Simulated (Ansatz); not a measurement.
Ansatz results at the PBE0-D4/def2-TZVP geometry: ideal-gas entropy at 298 K and 1 bar (rigid rotor, harmonic PBE0-D4/def2-TZVP) 370 J/(mol·K); zero-point energy (PBE0-D4/def2-TZVP) 79.4 kJ/mol; size of the dipole moment (PBE/def2-TZVPP) 2.49 D.

(1) Which molecule gave them?
A. `[Cl][SnH][GeH3]`•
B. `[CH3][Al][SeH]`•
C. `[CH2][Mg][CH3]`•
D. `[CH2][CH2][GeH3]`•

## Answers

(1) A. The others give `[CH2][CH2][GeH3]`•: 318, 193.8, 0.45; `[CH3][Al][SeH]`•: 338, 113.7, 1.19; `[CH2][Mg][CH3]`•: 326, 145.9, 0.02.
